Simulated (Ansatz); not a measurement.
`F[SiH](F)O[SiH2]` radical, relaxed with UKS PBE0-D4/def2-TZVP in Ansatz from a PBE-D4/def2-SVP geometry. The force threshold is 0.005 eV/Å; the program also tests the step.

Charge 0, multiplicity 2.

Start:

```xyz
8

F     1.632   -1.316   -0.678
Si    0.591   -1.092    0.548
F     1.477   -0.640    1.829
O    -0.475    0.097    0.162
Si   -0.620    1.635   -0.530
H    -0.125   -2.352    0.850
H    -1.985    2.152   -0.150
H    -0.496    1.516   -2.031
```

```json
{"step": "1", "energy (eV)": "-23279.5091", "largest force (eV/Å)": "1.095", "largest move (Å)": "0.000"}
{"step": "2", "energy (eV)": "-23279.5918", "largest force (eV/Å)": "0.721", "largest move (Å)": "0.033"}
{"step": "3", "energy (eV)": "-23279.6263", "largest force (eV/Å)": "0.083", "largest move (Å)": "0.031"}
{"step": "4", "energy (eV)": "-23279.6271", "largest force (eV/Å)": "0.075", "largest move (Å)": "0.009"}
{"step": "5", "energy (eV)": "-23279.6290", "largest force (eV/Å)": "0.055", "largest move (Å)": "0.029"}
{"step": "6", "energy (eV)": "-23279.6313", "largest force (eV/Å)": "0.029", "largest move (Å)": "0.061"}
{"step": "7", "energy (eV)": "-23279.6315", "largest force (eV/Å)": "0.016", "largest move (Å)": "0.018"}
{"step": "8", "energy (eV)": "-23279.6316", "largest force (eV/Å)": "0.007", "largest move (Å)": "0.011"}
{"step": "9", "energy (eV)": "-23279.6316", "largest force (eV/Å)": "0.004", "largest move (Å)": "0.002"}
{"step": "10", "energy (eV)": "-23279.6316", "largest force (eV/Å)": "0.005", "largest move (Å)": "0.003"}
{"step": "11", "energy (eV)": "-23279.6316", "largest force (eV/Å)": "0.007", "largest move (Å)": "0.013"}
{"step": "12", "energy (eV)": "-23279.6317", "largest force (eV/Å)": "0.020", "largest move (Å)": "0.040"}
{"step": "13", "energy (eV)": "-23279.6317", "largest force (eV/Å)": "0.019", "largest move (Å)": "0.014"}
{"step": "14", "energy (eV)": "-23279.6317", "largest force (eV/Å)": "0.018", "largest move (Å)": "0.013"}
{"step": "15", "energy (eV)": "-23279.6318", "largest force (eV/Å)": "0.014", "largest move (Å)": "0.017"}
{"step": "16", "energy (eV)": "-23279.6318", "largest force (eV/Å)": "0.013", "largest move (Å)": "0.025"}
{"step": "17", "energy (eV)": "-23279.6318", "largest force (eV/Å)": "0.011", "largest move (Å)": "0.025"}
{"step": "18", "energy (eV)": "-23279.6318", "largest force (eV/Å)": "0.010", "largest move (Å)": "0.019"}
{"step": "19", "energy (eV)": "-23279.6318", "largest force (eV/Å)": "0.012", "largest move (Å)": "0.016"}
{"step": "20", "energy (eV)": "-23279.6318", "largest force (eV/Å)": "0.008", "largest move (Å)": "0.001"}
{"step": "21", "energy (eV)": "-23279.6319", "largest force (eV/Å)": "0.007", "largest move (Å)": "0.007"}
{"step": "22", "energy (eV)": "-23279.6319", "largest force (eV/Å)": "0.004", "largest move (Å)": "0.006"}
{"step": "23", "energy (eV)": "-23279.6319", "largest force (eV/Å)": "0.002", "largest move (Å)": "0.006"}
```

End:

```xyz
8

F     1.535   -1.429   -0.684
Si    0.595   -1.068    0.536
F     1.539   -0.633    1.727
O    -0.376    0.144    0.141
Si   -0.662    1.645   -0.478
H    -0.175   -2.250    0.928
H    -2.095    1.958   -0.231
H    -0.362    1.634   -1.938
```

It took 93 s on 4 threads of an Arm Neoverse V1 on a shared host, with 0.56 GiB of host memory at the peak.
